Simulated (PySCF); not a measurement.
Input for PySCF: D3(BJ) and D4 dispersion corrections on HCl (SMILES Cl).

```python
from pyscf import gto
from pyscf.dispersion import dftd3, dftd4

mol = gto.M(
    atom='''
    Cl   -0.00000000   -0.00000000    0.64100645
    H     0.00000000    0.00000000   -0.64100645
    ''',
    basis='def2-svp',
    charge=0, spin=0, verbose=0, max_memory=1800)
d3, d4 = {}, {}
for xc in ['hf', 'pbe', 'blyp', 'revpbe', 'tpss', 'r2scan', 'b3lyp', 'pbe0', 'bhlyp', 'camb3lyp', 'b2plyp']:
    d3[xc] = float(dftd3.DFTD3Dispersion(mol, xc=xc, version='d3bj', atm=False).get_dispersion()['energy'])
    print(f'D3(BJ) {xc:10s} {d3[xc]:14.8f} Eh')
for xc in ['hf', 'pbe', 'blyp', 'revpbe', 'tpss', 'r2scan', 'b3lyp', 'pbe0', 'bhlyp', 'camb3lyp', 'b2plyp']:
    d4[xc] = float(dftd4.DFTD4Dispersion(mol, xc={'camb3lyp': 'cam-b3lyp'}.get(xc, xc), atm=True).get_dispersion()['energy'])
    print(f'D4     {xc:10s} {d4[xc]:14.8f} Eh')
```

The log:

```
D3(BJ) hf            -0.00407561 Eh
D3(BJ) pbe           -0.00032222 Eh
D3(BJ) blyp          -0.00069566 Eh
D3(BJ) revpbe        -0.00089935 Eh
D3(BJ) tpss          -0.00039380 Eh
D3(BJ) r2scan        -0.00007655 Eh
D3(BJ) b3lyp         -0.00056201 Eh
D3(BJ) pbe0          -0.00026233 Eh
D3(BJ) bhlyp         -0.00042957 Eh
D3(BJ) camb3lyp      -0.00022033 Eh
D3(BJ) b2plyp        -0.00024655 Eh
D4     hf            -0.00096014 Eh
D4     pbe           -0.00020816 Eh
D4     blyp          -0.00049598 Eh
D4     revpbe        -0.00085291 Eh
D4     tpss          -0.00028395 Eh
D4     r2scan        -0.00004655 Eh
D4     b3lyp         -0.00033778 Eh
D4     pbe0          -0.00016833 Eh
D4     bhlyp         -0.00022232 Eh
D4     camb3lyp      -0.00016479 Eh
D4     b2plyp        -0.00014225 Eh
```

The run finished.

Cost: about 0.03 core-seconds (a rough figure).
